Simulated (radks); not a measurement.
The thulium anion Tm- inside a hard spherical wall (all orbitals vanish at R), configuration held at [Xe] 4f14 6s2 and not refilled when levels cross. Method: scalar-relativistic Kohn-Sham, PBE, spin-unpolarised, spherical densities, finite nucleus; Fermi nuclear charge, rms radius 5.2256 fm; computed with a radial shooting solver on a logarithmic mesh with Libxc functionals. Eigenvalues in eV, with the zero of energy where the potential of the charges vanishes at infinity; a dash marks a level that is unbound or too diffuse for the functional's potential to be trusted. A positive occupied level is held by the wall or, in an anion where self-interaction has pushed it up, behind a barrier. The pressure on the wall is -dE/dV.

\begin{tabular}{lrrrrrrrrr}
R (bohr) & E (hartree) & kinetic (hartree) & e(5s) & e(5p) & e(6s) & e(6p, empty) & e(5d, empty) & e(4f) & pressure (GPa) \\ \hline
12 & -13565.9382 & 14741.959 & -45.963 & -19.882 & 0.700 & - & - & 4.922 & 0.115 \\
5 & -13565.4597 & 14743.264 & -36.812 & -11.213 & 9.907 & 16.109 & 13.192 & 14.482 & 35.0 \\
3.5 & -13563.9486 & 14748.272 & -27.727 & -2.653 & 29.946 & 43.332 & 25.405 & 24.879 & 450 \\
1.5 & -13497.6916 & 14950.071 & 117.64 & 165.27 & 479.17 & 536.41 & 239.20 & 161.43 & 188000 \\
\end{tabular}
